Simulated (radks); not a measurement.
Question: The lutetium ion Lu2+, [Xe] 4f14 6s1. Calculated with a radial shooting solver on a logarithmic mesh with Libxc functionals: non-relativistic Kohn-Sham, exchange-only PBE, spin-polarised, spherical densities, point nucleus. Every spin shell is full or empty, so the densities are truly spherical. Functionals are evaluated on that one density, not self-consistently. Rank these orbital-free kinetic functionals by their error against the exact value of the orbitals, and give that value: Thomas-Fermi, TF + vW, TF + vW/5, LC94, Perdew 92, Thakkar, LKT, PG1, DePristo-Kress.

Answer: Exact: 13850.7 hartree. From best to worst, with 100 (|E| - |E exact|)/|E exact| (equal figures are ties): LC94 -0.05, DePristo-Kress -0.25, Perdew 92 -0.75, Thakkar -0.80, TF + vW/5 +2.52, Thomas-Fermi -4.86, PG1 +12.95, LKT +16.61, TF + vW +32.04.
